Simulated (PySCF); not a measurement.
Species: C6H14N2Si2.
Cartesian coordinates in Å at the PBE0-D3(BJ)/def2-SVP level; atoms count from 1:
```
atom  x, y, z in Å
C1    -0.5082   -1.9201    0.9266
Si2   -1.0343   -0.6453   -0.3545
Si3   -2.4979    0.9619    0.5228
N4    -2.8460    2.0728   -0.7774
C5     0.4412    0.3191   -1.0534
C6     1.3775    0.9654   -0.0008
C7     2.5294    0.0216   -0.4461
C8     2.9169   -0.9778    0.5336
N9     3.1966   -1.7815    1.3197
C10    1.6333   -0.5041   -1.6021
H11    0.2142   -2.6389    0.5100
H12   -0.0345   -1.4474    1.8004
H13   -1.3835   -2.4865    1.2803
H14   -1.7074   -1.3412   -1.5045
H15   -1.8164    1.7514    1.5995
H16   -3.6903    0.3146    1.1776
H17   -3.3096    2.9487   -0.5568
H18   -3.2308    1.6888   -1.6346
H19    0.0343    1.0462   -1.7734
H20    1.6048    2.0229   -0.1933
H21    1.0848    0.8691    1.0555
H22    3.4391    0.5433   -0.7800
H23    1.9890   -0.1707   -2.5871
H24    1.5150   -1.5972   -1.6346
```

All values: PBE0/pcSseg-1 (PySCF, non-relativistic), on one gas-phase PBE0-D3(BJ)/def2-SVP geometry that isn't relaxed in the solvent. The solvent is an IEF-PCM continuum (van der Waals radii × 1.2). Specific hydrogen bonds and non-electrostatic terms are outside this model.

```
run  E − E(gas) (kJ/mol)  HOMO (eV)  HOMO–LUMO gap (eV)  dipole (D)
gas                 0.00      -7.25                7.24        4.66
  P               -38.59      -7.06                7.31        6.02
  Q               -37.60      -7.06                7.31        5.99
```

**Question.** The runs were made in acetonitrile and water. Which run belongs to which solvent?

**Answer.** P = water, Q = acetonitrile. The dielectric constants are 35.69 (acetonitrile), 78.36 (water), and the energy falls further as ε rises. In this model the ground state sees the solvent through ε alone.

**Question.** How constant is the ratio of the lowering to (ε − 1)/(2ε + 1)?

**Answer.** 
```csv
solvent,(ε − 1)/(2ε + 1),E − E(gas) (kJ/mol),ratio (kJ/mol),polarisation term (kJ/mol)
acetonitrile,0.479,-37.60,-78.5,-44.39
water,0.490,-38.59,-78.7,-45.76
```

The ratio changes by +0.3 % in size from acetonitrile to water. The polarisation term is half the interaction of the solute with the induced surface charges.
